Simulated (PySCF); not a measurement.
An unknown is described by computed data only.

Formula: C7H12SSi.

| Property | Result |
| --- | --- |
| Dipole | 0.67 D [wB97X-D/def2-SVPD] |
| Rotational structure | rotational constants A, B, C: 3.312, 0.529, 0.478 GHz [PBE0-D3(BJ)/def2-SVP] |
| Polarisability | 126.9 au [wB97X-D/def2-SVPD] |
| UV, strongest line | among the 10 lowest singlet transitions: S10 at 7.52 eV (165 nm, f = 0.243) [TDDFT wB97X-D/def2-SVPD] |
| 13C NMR | chemical shifts (computed TMS as zero) by class: 142.6 (1 C), 142.0 (1 C), 141.6 (1 C), 132.5 (1 C), 23.3 (1 C), 18.5 (1 C), 17.9 (1 C) ppm [GIAO B3LYP/pcSseg-1] |
| UV, first state | lowest singlet excitation: 5.55 eV (223 nm, f = 0.192) [TDDFT wB97X-D/def2-SVPD] |

The electronic properties come from PySCF, for the isolated species, density fitting. Levels stand in brackets. Geometry: PBE0-D3(BJ)/def2-SVP, one conformer, isolated molecule. Each NMR value is the plain mean over a class of atoms that symmetry, rotation or inversion makes alike.

Task: Propose a structure and show how it fits.

Result: Numbering: `[CH3:1][CH2:2][CH2:3][SiH2:4][c:5]1[cH:6][cH:7][cH:8][s:9]1`. Its formula, C7H12SSi, gives 3 degrees of unsaturation: 1 ring and 2 π bonds in the structure found (Kekulé form). 7 carbons fall into 7 classes; from least to most shielded: aromatic CH carbon [C6] (142.6 ppm), substituted aromatic carbon [C5] (142.0 ppm), aromatic CH next to a ring sulfur [C8] (141.6 ppm), aromatic CH carbon [C7] (132.5 ppm), chain CH2 carbon [C2] (23.3 ppm), chain sp3 carbon bound to silicon [C3] (18.5 ppm), methyl carbon [C1] (17.9 ppm). The optimised geometry has point group C1 and is an asymmetric top. Structure: `[SiH2](CCC)c1cccs1`. Computed isomers that give other values at the same levels: `C#C/C(CC)=C(\C)S[SiH3]` (13C chemical shifts (computed TMS as zero) by class: 151.2 (1 C), 133.8 (1 C), 89.5 (1 C), 85.4 (1 C), 33.5 (1 C), 27.4 (1 C), 15.0 (1 C) ppm); `C#C/C(CC)=C(/C)S[SiH3]` (13C chemical shifts (computed TMS as zero) by class: 149.2 (1 C), 141.4 (1 C), 90.6 (1 C), 85.9 (1 C), 32.9 (1 C), 24.5 (1 C), 15.9 (1 C) ppm); `CC(C)[SiH2]c1cccs1` (13C chemical shifts (computed TMS as zero) by class: 143.4 (1 C), 142.3 (1 C), 142.0 (1 C), 132.5 (1 C), 20.1 (2 C), 18.6 (1 C) ppm). The assignments are read from this structure; whether some other isomer fits the data as well wasn't checked.

Shape of the structure used: `[CH3:1][CH2:2][CH2:3][SiH2:4][c:5]1[cH:6][cH:7][cH:8][s:9]1`: C1–C2–C3–Si4 -62°, C2–C3–Si4–C5 -168°, C3–Si4–C5–C6 -132°.
